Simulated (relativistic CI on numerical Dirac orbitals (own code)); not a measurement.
**Mo X: sensitivity of the levels to the model**

Base calculation: Dirac-Coulomb-Breit CI, KLI orbitals optimised for each configuration, model QED (radiative potential, 1s self-energy scaled to tabulated hydrogen-like ionisation energies), unscaled Slater integrals.

Configuration list (outside the closed core [Ar] 3d10): 4s²4p³, 4s4p⁴, 4p⁵, 4s²4p²4d, 4s4p³4d, 4s²4p²4f, 4s4p³4f, 4s²4p²5s, 4p⁴4d, 4s²4p²5p, 4s4p²4d², 4s²4p4d4f, 4p⁴5s, 4s²4p²5d, 4s4p³5s, 4p⁴4f, 4s4p²4d5s, 4s4p³5p, 4s²4p²6s, 4s²4p4f5s, 4s²4p²5f, 4s²4p²6p, 4s²4p²5g, 4s²4p²6d, 4s4p³5d, 4s4p²5s², 4s²4p²7s, 4p³4d4f, 4s²4p4d², 4s²4d³, 4s4p4d³, 4s²4d²4f, 4s4p4d²4f, 4s²4d²5s, 4p³4d², 4p²4d³, 4p²4d²4f, 4p²4d²5s, 4s²4p4f², 4s²4d4f², 4s4p4d4f², 4s²4f³, 4s4p4f³, 4s²4f²5s, 4s²4p4d5s, 4s4p4d²5s, 4s²4d4f5s, 4s4p4d4f5s, 4s²4d5s², 4p³4f², 4p²4d4f², 4p²4f³, 4p²4f²5s, 4s²4p5s², 4s4p4d5s², 4s²4f5s², 4s4p4f5s², 4s4p²4d4f, 4p³4d5s, 4p²4d4f5s, 4p²4d5s². Double excitations out of closed p, d and f shells are left out; levels of such configurations are missing from the list, as are those of other unlisted configurations, and high levels can miss mixing partners. These lack a partner that the ground configuration has and come out too high: 4s²4p²5p, 4s²4p²5d, 4s4p³5p, 4s²4p²6s, 4s²4p²5f.

The lowest level and the first level of each name with at least 55 % of one term (blank where a level has no safe partner in the second run):

```
         Level  Base (cm⁻¹)  Shift (cm⁻¹)
 4s²4p³ ⁴S°3/2            0             0
 4s²4p³ ²D°3/2        28413         +3101
 4s²4p³ ²D°5/2        36926         +3256
 4s²4p³ ²P°1/2        57958         +5196
 4s²4p³ ²P°3/2        72391         +5175
   4s4p⁴ ⁴P5/2       223741         +8020
   4s4p⁴ ⁴P3/2       238332         +8657
   4s4p⁴ ⁴P1/2       243123         +8851
   4s4p⁴ ²D3/2       277941        +28173
   4s4p⁴ ²D5/2       282649        +27377
   4s4p⁴ ²P3/2       321979        +44579
4s²4p²4d ⁴F3/2       353505         -2966
4s²4p²4d ⁴F5/2       359523         -1982
4s²4p²4d ⁴F7/2       369119         -1758
```

At this charge energies of transitions that change n are usually good to better than 1 %, and those within a shell (Δn = 0) to a few per cent.

Task: One thing was changed in a second run, which moved the levels as shown. Which?
A. Breit term removed
B. QED terms removed
C. configuration mixing switched off
D. one mean potential for all configurations

Result: C. Configuration mixing switched off. Without mixing, levels that were pushed by configurations of the same parity and J return to their single-configuration places.

LS names give the leading component of a level, which can be under half, so a name can repeat, a term be missing and a line seem to break the LS rules.
